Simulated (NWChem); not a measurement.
Molecule: CdH$_{2}$S; SMILES [CdH][SH]

```xyz
4

Cd     0.0095    -0.5862     0.0000
H      0.0067    -2.2551     0.0000
S      0.0529     1.7826     0.0000
H     -1.3087     1.8688     0.0000
```
Atoms are numbered in this order, from 1.

All runs: NWChem. The geometry was optimised at PBE-D3(BJ)/def2-SVP. def2 effective core potentials on Cd; no spin-orbit coupling. B3LYP is NWChem's, with the RPA form of VWN correlation. Vertical excitations in the gas phase; the lowest state need not have the same character in each row.

| level | lowest excitation, singlet (eV) | oscillator strength of that lowest state | lowest state with f > 0.02, singlet (eV) | oscillator strength of that bright state | lowest triplet (eV) | orbital gap (eV) |
|---|---|---|---|---|---|---|
| PBE/def2-SVP, full TDDFT | 4.30 | 0.001 | 4.67 | 0.025 | 4.18 | 4.28 |
| B3LYP/def2-SVP, full TDDFT | 4.61 | 0.003 | 4.87 | 0.026 | 4.40 | 5.59 |
| PBE0/def2-SVP, full TDDFT | 4.88 | 0.006 | 5.12 | 0.027 | 4.60 | 6.12 |
| CAM-B3LYP/def2-SVP, full TDDFT | … | 0.010 | … | 0.025 | … | … |

Task: Some entries are withheld; supply them.

Result: 
- CAM-B3LYP/def2-SVP, full TDDFT, lowest excitation, singlet (eV): 5.04
- CAM-B3LYP/def2-SVP, full TDDFT, lowest state with f > 0.02, singlet (eV): 5.24
- CAM-B3LYP/def2-SVP, full TDDFT, lowest triplet (eV): 4.71
- CAM-B3LYP/def2-SVP, full TDDFT, orbital gap (eV): 8.11
